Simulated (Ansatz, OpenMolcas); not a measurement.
CH6Ge (methyl germane): methods side by side

CH6Ge: 8 atoms, total charge 0, spin state singlet. SMILES: `[CH3][GeH3]`. Geometry: relaxed at PBE0-D4/def2-TZVP.

Each level gives the vertical ionisation energy (to the doublet cation) (eV). The values are calculated.

| level | kind | program | value (eV) | CPU time (all runs) |
| --- | --- | --- | --- | --- |
| SVWN5/def2-SVPD | LDA | OpenMolcas | 11.13 | 4.4 min |
| revPBE/def2-SVPD | GGA | OpenMolcas | 11.01 | 5.3 min |
| M06-L/def2-SVPD | meta-GGA | OpenMolcas | 11.07 | 7 min |
| BHLYP/def2-SVPD | global hybrid | Ansatz | 11.23 | 30 s |
| wB97M-V/def2-SVPD | range-separated hybrid | Ansatz | 11.36 | 4 min |
| RPA@PBE0/def2-SVPD | RPA | Ansatz | 11.34 | 80 s |
| MP2/def2-SVPD | perturbation theory | Ansatz | 11.39 | 22 s |
| CCSD/def2-SVPD | coupled cluster or CI | Ansatz | 11.26 | 2.7 min |

All-electron rows without a relativistic Hamiltonian named are non-relativistic. The values span 11.01 to 11.39 eV. In the correlated wave-function rows the outer d shell of Ge is correlated, in sets not made for it. CPU times are rough (shared hosts, several kinds of processor): they show what a rung costs within a factor of a few.
